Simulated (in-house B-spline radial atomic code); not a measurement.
**Ionising Pr VI (Pr5+) with different functionals**

Computed with a B-spline radial code for spherical atoms: four-component Dirac-Coulomb Hamiltonian, Fermi nucleus of rms radius 4.8919 fm, spin-restricted, spherical fractional occupations for the functionals. The ionisation energy is the difference of two self-consistent energies, [Kr] 4d10 5s2 5p6 → [Kr] 4d10 4f1 5s2 5p4, without Breit or QED terms; ε is the level of the shell that loses the electron (mean over j). The two configurations differ by more than the removed electron. The electron is taken from both j subshells in proportion to 2j + 1, so the result is a j average, not the step between ground levels.

Hybrids are left out here: with spherical fractional occupations of an open shell their exact exchange keeps a self-interaction that integer-occupation calculations don't have.

```
           method  rung  ΔSCF (eV)  -ε(5p) (eV)
         LDA VWN5   LDA      91.18        77.06
 relativistic LDA   LDA      90.88        77.02
         LDA PW92   LDA          ?            ?
LDA exchange-only   LDA      89.82        75.39
              PBE   GGA      91.09        76.87
           PBEsol   GGA      91.12        76.90
             BLYP   GGA          ?            ?
             RPBE   GGA      91.09        76.85
             PW91   GGA      91.15        76.95
             BP86   GGA      91.22        76.98
             AM05   GGA      91.06        76.90
             OLYP   GGA      90.90        77.09
```

What does LDA PW92 give?

ΔSCF 91.17 eV, and -ε(5p) = 77.06 eV.

What does BLYP give?

ΔSCF 90.87 eV, and -ε(5p) = 76.63 eV.

How do they compare with the NIST value?

NIST lists 82 eV ± 4 (tabulated theory, ground level to ground level). Errors run from +7.82 to +9.22 eV. The correlated functionals all miss on the same side by more than they spread, so the cause is common to them (Breit-QED terms, spin polarisation, the choice among j levels, multiplet and fine-structure energies, or a listed next ion that isn't the cheapest removal here) and closeness doesn't rank the functionals.
